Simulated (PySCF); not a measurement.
Radial density of Cl- (chlorine, charge -1)

PBEsol, [Ar], closed-shell 1S. All numbers are calculated (PySCF 2.14, the non-relativistic Hamiltonian (point nucleus), in aug-cc-pwCVDZ (6s5p3d, 36 functions)).

```csv
r (bohr),4πr²ρ (e/bohr)
0.00127,0.06179
0.00213,0.1703
0.00358,0.4575
0.00603,1.193
0.0101,2.933
0.0171,6.574
0.0287,12.56
0.0482,18.54
0.0811,18.45
0.136,13.52
0.230,16.74
0.386,17.85
0.650,6.225
1.09,4.162
1.84,3.819
3.09,0.9706
5.20,0.09424
8.74,0.002979
```

At PBEsol the highest occupied level has a positive energy, so only the finite basis holds that electron; in a semilocal or global hybrid functional this comes from self-interaction and does not mean that the real anion is unbound.
